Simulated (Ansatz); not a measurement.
C2H6AlFS (`C[S][Al]([CH3])[F]`), relaxed with RKS PBE0-D4/def2-TZVP in Ansatz 0.2.0 from a PBE-D4/def2-SVP geometry. The force threshold is 0.005 eV/Å; the program also tests the step.

Charge 0, multiplicity 1.

Start:

```xyz
11

C     1.472    1.259   -0.678
S    -0.261    1.893   -0.683
Al   -1.382    0.182    0.095
C    -0.666   -1.537    0.678
F    -3.039    0.451    0.203
H     1.796    1.060   -1.718
H     1.590    0.336   -0.080
H     2.120    2.045   -0.244
H    -0.786   -1.636    1.778
H     0.404   -1.694    0.435
H    -1.249   -2.359    0.214
```

**Question.** How much energy does the relaxation release, and in how many steps? (Best estimate.)

**Answer.** Computed: 1.41 kcal/mol, in 40 steps, 6 of them rejected.

**Question.** Which bonds change most? (Best estimate.)

**Answer.** The calculation gave: Al3–F5 from 1.682 to 1.651 Å; C1–S2 from 1.846 to 1.824 Å; S2–Al3 from 2.188 to 2.166 Å; C4–H11 from 1.110 to 1.092 Å.

**Question.** Give the relaxed structure. (Best estimate.)

**Answer.** Computed: 
```xyz
11

C     1.439    1.238   -0.557
S    -0.267    1.852   -0.756
Al   -1.407    0.160   -0.026
C    -0.639   -1.492    0.638
F    -3.045    0.357   -0.061
H     1.913    1.193   -1.536
H     1.472    0.249   -0.102
H     1.987    1.935    0.076
H    -0.001   -1.319    1.510
H    -0.024   -1.986   -0.120
H    -1.429   -2.186    0.934
```
